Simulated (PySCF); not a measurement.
Predicted microwave data (PBE0-D3(BJ)/def2-SVP geometry optimisation, gas phase in PySCF 2.14.0) for one isomer of C4H6BF:

| Item | Value |
| --- | --- |
| Rotational constants | A = 14877, B = 1426, C = 1301 MHz |
| Dipole components | \|μa\| = 2.27 D, \|μb\| = 0.40 D, \|μc\| = 0.00 D |
| Inertial defect | -0.04 u·Å² |
| κ | -0.98 |

Question: Which structure is it? (One computed conformer of each.)
A. `[CH2:1]=[CH:2]/[CH:3]=[CH:4]\[BH:5][F:6]` with C1–C2–C3–C4 179°, C3–C4–B5–F6 -178°
B. `BC1=C(F)CC1`
C. `[CH2:1]=[C:2]=[CH:3][CH2:4][BH:5][F:6]` with C2–C3–C4–B5 -124°, C3–C4–B5–F6 164°

Answer: A. It is C=C/C=C\BF, a near-prolate asymmetric top. The candidates at the same level (rigid rotor, commonest isotopes):

```tsv
SMILES	A (MHz)	B (MHz)	C (MHz)	μa (D)	μb (D)	μc (D)	Δ (u·Å²)	point group	rotor
BC1=C(F)CC1	4678	4071	2239	1.15	1.98	0.00	-6.47	Cs	asymmetric top
C=C=CCBF	14016	1298	1263	0.60	0.41	0.34	-25.26	C1	near-prolate asymmetric top
C=C/C=C\BF	14877	1426	1301	2.27	0.40	0.00	-0.04	–	near-prolate asymmetric top
```

`C=C=CCBF` has B 9 % too low; `BC1=C(F)CC1` has B 186 % too high. No structure here is proved a minimum.
